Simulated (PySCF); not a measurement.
Spectra and structures to be paired. Theory: PySCF, TDDFT CAM-B3LYP/def2-SVPD, vertical, gas phase, core orbitals frozen in the response. Geometries: PBE0-D3(BJ)/def2-SVP; one conformer of each isolated species. Triplets are in the Tamm–Dancoff approximation. Relativistic effects are left out although some hold elements past zinc.

A. `[C@H]1(F)[CH2][GeH2][CH2][C@H](C1)C`
B. `[CH3][Ge@@H]1[CH2]CCC[C@H]1F`
C. `C[C]1(C)CC[C@@H](F)[GeH2]1`
D. `[BH2][GeH3]`
E. `CC(F)(F)C#N`

Lowest singlet levels (six at most, fewer where fewer were computed) with oscillator strengths:

1. 294 nm (f 0.003); 230 nm (f 0.001); 188 nm (f 0.005); 187 nm (f 0.066); 159 nm (f 0.010); 148 nm (f 0.024); T1 3.45 eV
2. 170 nm (f 0.011); 167 nm (f 0.010); 163 nm (f 0.007); 158 nm (f 0.011); 156 nm (f 0.012); 153 nm (f 0.082); T1 6.92 eV
3. 174 nm (f 0.034); 174 nm (f 0.010); 168 nm (f 0.003); 161 nm (f 0.015); 157 nm (f 0.274); 154 nm (f 0.111); T1 6.45 eV
4. 166 nm (f 0.000); 157 nm (f 0.000); 156 nm (f 0.001); 141 nm (f 0.011); 137 nm (f 0.011); 127 nm (f 0.040); T1 6.12 eV
5. 161 nm (f 0.016); 154 nm (f 0.052); 148 nm (f 0.037); 147 nm (f 0.055); 147 nm (f 0.130); 146 nm (f 0.042); T1 7.42 eV

Question: Match each spectrum to its molecule.

Answer: 1 = D, 2 = B, 3 = C, 4 = E, 5 = A.
- A: S1 at 7.72 eV, HOMO→LUMO (86%); Löwdin shares by element: HOMO carbon 49% or more, germanium 20% (atoms not listed hold the other 31%); LUMO germanium 40%, hydrogen 16% or more, carbon 6% or more (atoms not listed hold the other 38%); HOMO -9.47 and LUMO 1.09 eV.
- B: S1 at 7.31 eV, HOMO→LUMO (56%), HOMO→LUMO+1 (19%); Löwdin shares by element: HOMO carbon 37% or more, germanium 18%, fluorine 15% (atoms not listed hold the other 31%); LUMO germanium 23%, carbon 17% or more, hydrogen 9% or more (atoms not listed hold the other 52%); HOMO -8.80 and LUMO 1.20 eV.
- C: S1 at 7.12 eV, HOMO→LUMO (50%), HOMO→LUMO+1 (37%); Löwdin shares by element: HOMO carbon 39% or more, germanium 20%, fluorine 8% (atoms not listed hold the other 33%); LUMO germanium 25%, carbon 14% or more, hydrogen 8% or more (atoms not listed hold the other 53%); HOMO -8.71 and LUMO 1.07 eV.
- D: S1 at 4.22 eV, HOMO→LUMO (97%); Löwdin shares by element: HOMO boron 37%, germanium 34%, hydrogen 13% or more (atoms not listed hold the other 16%); LUMO boron 56%, hydrogen 20% or more, germanium 19%; HOMO -9.74 and LUMO -1.31 eV; point group Cs.
- E: S1 at 7.49 eV, HOMO→LUMO (72%), HOMO-1→LUMO+1 (16%); Löwdin shares by element: HOMO carbon 48%, nitrogen 46%; LUMO carbon 42% or more, nitrogen 36%, fluorine 8% or more; HOMO -11.98 and LUMO 0.72 eV; point group Cs, 2 of its 6 listed states under f = 0.0005.
